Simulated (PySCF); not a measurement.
**Relaxation of singlet Ru₃**

Method: PBE0/[Ru def2-TZVP with ECP28], scalar-relativistic core potentials, density fitting, no spin–orbit coupling, PySCF. A (50,194) grid was used.

A hand-made obtuse triangle start, of C2v symmetry, held to at least that symmetry:

Coordinates in bohr (charge 0 multiplicity 1):
```
Ru    0.0000   -1.8897    0.0000
Ru    3.6850    0.9449    0.0000
Ru   -3.6850    0.9449    0.0000
```

Problem. What forces act on the atoms at the start (eV/Å)?

Solution. 
```csv
atom,Fx,Fy,Fz
Ru1,0.00,5.33,0.01
Ru2,-3.78,-2.67,0.00
Ru3,3.79,-2.67,0.00
```

Problem. What does it relax to?

Solution. It ends at C2v with Ru–Ru 2.098 Å (×2), Ru–Ru 2.861 Å; Ru–Ru–Ru 47.0° (×2), Ru–Ru–Ru 86.0° (after a last refinement on a finer grid). A frequency run shows a minimum. Other isomers or separated fragments may lie lower.

Problem. How much energy is released, and in how many steps?

Solution. 257.8 kJ/mol in 13 steps.

Stability towards spin polarisation was not tested.

The relaxation took 68 s on 2 threads of a shared Arm Neoverse V1 host, with 120 basis functions and 15 gradients; the process peaked at 0.64 GiB. Launch command: `OMP_NUM_THREADS=2 python axn.py task.json out`.
